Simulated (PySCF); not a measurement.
PySCF input:

```python
from pyscf import gto, scf, dft

mol = gto.M(
    atom='''
    B    -0.36869591   -0.07913788    0.04959820
    Cl    0.16976519    1.59931796    0.03846288
    Cl    0.78595077   -1.39475376   -0.15830628
    N    -1.73375421   -0.36455856    0.11790528
    H    -2.26741242   -0.52999206    0.96400982
    ''',
    basis='def2-tzvpd',
    charge=0,
    spin=1,
    verbose=4,
)

mf = dft.UKS(mol, xc='tpssh').density_fit(auxbasis='def2-universal-jkfit')
mf.grids.level = 3
mf.conv_tol = 1e-9
mf.max_cycle = 100
mf.max_memory = 1500
mf.kernel()
if not mf.converged:
    mf = mf.newton()
    mf.kernel(mf.make_rdm1())
for _ in range(2):
    mo, _, stable, _ = mf.stability(return_status=True)
    if stable:
        break
    mf.kernel(mf.make_rdm1(mo, mf.mo_occ))
mf.analyze()
```

Task: Which total energy does the run end on?

Result: -1000.74316 Eh (TPSSh/def2-TZVPD).

It need not be the lowest isomer of its formula.
